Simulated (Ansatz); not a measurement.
The same path of AlH4NO2 (8 atoms, charge 0, multiplicity 1) was run twice with different band settings.

All numbers below come from RKS B3LYP/def2-SVP (Ansatz 0.2.0).

Relaxed end points:

```xyz
8
Properties=species:S:1:pos:R:3
Al -0.056 0.101 0.135
O -0.224 -0.639 1.661
N 0.497 -0.907 -1.201
H 0.733 -1.891 -1.122
O -0.380 1.740 -0.203
H -0.490 -0.236 2.490
H 0.627 -0.584 -2.154
H -0.706 2.416 0.394
```

```xyz
8
Properties=species:S:1:pos:R:3
Al -0.092 0.244 0.154
O -0.349 -0.173 1.787
N 0.466 -0.897 -1.077
H 0.702 -1.872 -0.933
O -0.385 1.849 -0.332
H -0.247 -1.039 2.188
H 0.601 -0.647 -2.052
H -0.696 2.535 0.264
```

Common settings: movable images 9; climbing image yes; spring 5.0 eV/Å²; optimiser quadratic models (default); force threshold 0.05 eV/Å; iteration limit 60; end points relaxed.

| run | start path |
| --- | --- |
| 1 | through a guess of the saddle point |
| 2 | straight line |

What does each run give, and how far can it be trusted?

Run 1: converged after 27 iterations, highest image 0.050 eV above the first end. A vibrational analysis at the climbing image gives one clearly imaginary mode, 247i cm⁻¹: a first-order saddle point.
Run 2: converged after 9 iterations, highest image 0.076 eV above the first end. The order of the stationary point at the top wasn't checked.
